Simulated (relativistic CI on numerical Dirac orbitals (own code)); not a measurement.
## d1 to d9 in one tetrahedral field

Computed with a parametric ligand-field model without spin-orbit coupling, by exact diagonalisation: B = 630, C = 2490, 10Dq = -7700 cm⁻¹ (Td; |10Dq|/B = 12.2) for every shell. Energies in cm⁻¹; the field energy is (0.6 n_e − 0.4 n_t2) × 10Dq of the ground term; g labels are left out.

```csv
Shell,Ground term,Electrons in e,Field energy,First spin-allowed bands,Lowest term of other spin
d1,2E,1.000,-4620,2T2 7700,
d2,3A2,2.000,-9240,"3T2 7700, 3T1 12361",1E 9728
d3,4T1,1.935,-5661,"4T2 6805, 4A2 14505",2E 4344
d4,5T2,2.000,-3080,5E 7700,1A1 5577
d5,6A1,2.000,0,none,4T1 12838
d6,5E,3.000,-4620,5T2 7700,3T1 7024
d7,4A2,4.000,-9240,"4T2 7700, 4T1 12361",2E 11758
d8,3T1,3.935,-5661,"3T2 6805, 3A2 14505",1T2 9135
d9,2T2,4.000,-3080,2E 7700,
```

Every shell keeps the spin of the free ion. Tetrahedral fields of 3d complexes are almost always too weak to pair spins. High-spin d^(n+5) repeats the spin-allowed bands of d^n, since the half-filled shell is spherical.
